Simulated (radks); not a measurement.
Results of a calculation; reference values are marked as such.
Coulomb parameter of the 4f shell of the promethium ion Pm2+ in the model configuration [Xe] 4f4 5d1, as a second difference U = [E(n + 1) + E(n - 1) - 2 E(n)] / (1)^2 with all orbitals relaxed. "Bare": the charge of the atom changes with n. "Screened": the 5d shell takes up the change at fixed total charge, which measures U(4f,4f) + U(5d,5d) - 2 U(4f,5d). Level of theory: scalar-relativistic Kohn-Sham, r2SCAN, spin-unpolarised, spherical densities, finite nucleus; meta-GGA in the generalised Kohn-Sham scheme; Fermi nuclear charge, rms radius 4.962 fm (a radial shooting solver on a logarithmic mesh with Libxc functionals).

| case | configuration | E - E(n) (eV) |
|---|---|---|
| start | [Xe] 4f4 5d1 | 0.000 |
| bare +1 | [Xe] 4f5 5d1 | -12.830 |
| bare -1 | [Xe] 4f3 5d1 | 29.002 |
| screened +1 | [Xe] 4f5 | -3.560 |
| screened -1 | [Xe] 4f3 5d2 | 8.071 |

U(bare) = 16.171 eV, U(screened by 5d) = 4.511 eV, against the Slater integral F0(4f,4f) = 26.693 eV with frozen orbitals.
